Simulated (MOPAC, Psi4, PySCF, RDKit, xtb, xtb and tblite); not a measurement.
Two geometries of SMILES COC(=O)CCC#N, relaxed at GFN2-xTB with one dihedral held; other torsions can differ between them too.

Structure A

```
15

C      1.7136    -0.1486    -0.1856
O      1.8441     1.2599    -0.1068
C      1.1446     1.9359     0.8436
O      1.7062     2.5886     1.6728
C     -0.3651     1.7782     0.7751
C     -1.0575     2.8517     1.6207
C     -2.4775     2.6193     1.6721
N     -3.6010     2.4121     1.6981
H      0.7171    -0.4521    -0.5211
H      2.4516    -0.4679    -0.9185
H      1.9356    -0.6110     0.7792
H     -0.6844     1.8334    -0.2684
H     -0.6269     0.7861     1.1559
H     -0.8738     3.8439     1.2002
H     -0.6546     2.8370     2.6374
```

Structure B

```
15

C     -2.5962     0.2692    -0.2168
O     -1.3167    -0.3352    -0.3845
C     -0.3929    -0.1338     0.5775
O     -0.5346    -0.4576     1.7234
C      0.9301     0.3533     0.0057
C      1.1537     1.7995     0.4807
C      0.0652     2.6372     0.0450
N     -0.8199     3.2685    -0.3077
H     -2.5260     1.3328    -0.4556
H     -3.2663    -0.2291    -0.9137
H     -2.9575     0.1380     0.8060
H      1.7390    -0.2739     0.3821
H      0.8943     0.3045    -1.0825
H      2.0905     2.1933     0.0782
H      1.1971     1.8276     1.5736
```

Problem. Which is lower in energy at the level PBE0-D3(BJ)/def2-SVP // GFN2-xTB (Psi4), and by how much?

Solution. B is lower, by 6.70 kJ/mol (dihedral C1–O2–C3–O4: 120° in A, 60° in B).

E(B) − E(A) in kJ/mol at the other levels, on the same two geometries: GFN2-xTB (xtb and tblite) -14.33; MMFF94 // GFN2-xTB (RDKit) -4.07; PBE0/def2-SVP // GFN2-xTB (Psi4) -4.32; PBE/def2-SVP // GFN2-xTB (Psi4) -5.01; PBE-D3(BJ)/def2-SVP // GFN2-xTB (Psi4) -7.41; UFF // GFN2-xTB (RDKit) 14.38; PM7, restricted, heats of formation // GFN2-xTB (MOPAC) -14.48; AM1, restricted, heats of formation // GFN2-xTB (MOPAC) -3.34; GFN1-xTB // GFN2-xTB (xtb) -15.10; restricted B3LYP/6-31G*, spherical d, density fitting // GFN2-xTB (PySCF) -4.22; restricted B3LYP/3-21G // GFN2-xTB (PySCF) -4.52; restricted BP86/6-31G*, spherical d, density fitting // GFN2-xTB (PySCF) -3.49; restricted Hartree-Fock/3-21G // GFN2-xTB (PySCF) -2.10.
